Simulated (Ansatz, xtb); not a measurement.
Isomers of C5H7NO in order of energy

6 gas-phase structures of C5H7NO, from a drawn sample of its isomers (lower ones may exist). Each was relaxed with GFN2-xTB:

A. `Cc1cccn1O`, a singlet
B. `Cc1ccn(O)c1`, a singlet
C. `Cc1c[nH]cc1O`, a singlet
D. `Cn1ccc(O)c1`, a singlet
E. `Cc1[nH]ccc1O`, a singlet
F. `Cc1cc(O)c[nH]1`, a singlet

Q: Which do you expect lowest at r2SCAN-D4/def2-SVP//GFN2-xTB, and how would the others follow?

A: Calculated order at r2SCAN-D4/def2-SVP//GFN2-xTB: E (0.0), F (0.5), C (1.4), D (7.7), A (36.4), B (38.9) kcal/mol. Less than 1 kcal/mol parts E and F; F and C, so the order within those pairs means little.

Energies above the lowest of each column, in kcal/mol; the last columns are at r2SCAN-D4/def2-SVP geometries and were run for some of them only (a dash: not run or not comparable):

```csv
structure,GFN2-xTB,HF/STO-3G,r2SCAN-D4/def2-SVP//GFN2-xTB,r2SCAN-D4/def2-SVP,CCSD(T)/def2-SVP + ΔMP2/def2-TZVPP
E,0.0,0.0,0.0,0.0,0.0
F,0.0,0.2,0.5,0.6,0.5
C,1.4,2.0,1.4,1.5,1.2
D,0.0,4.7,7.7,7.5,6.9
A,29.7,22.9,36.4,–,–
B,30.5,25.0,38.9,–,–
```

Every level run on E puts it lowest or level with the lowest. Flexible structures stand in one conformer each, not always the lowest. Frequencies (GFN2-xTB) were run for C, D, E, F alone. ΔMP2 is the change of the MP2 energy from the smaller to the larger basis.

Over these structures GFN2-xTB departs from r2SCAN-D4/def2-SVP//GFN2-xTB by 3.7 kcal/mol on average once a common shift is removed. A GFN2-xTB relaxation took about 0.22 s and the r2SCAN-D4/def2-SVP//GFN2-xTB energy about 5.3 s on a shared host (Ansatz 0.2.0, xtb 6.7.1).
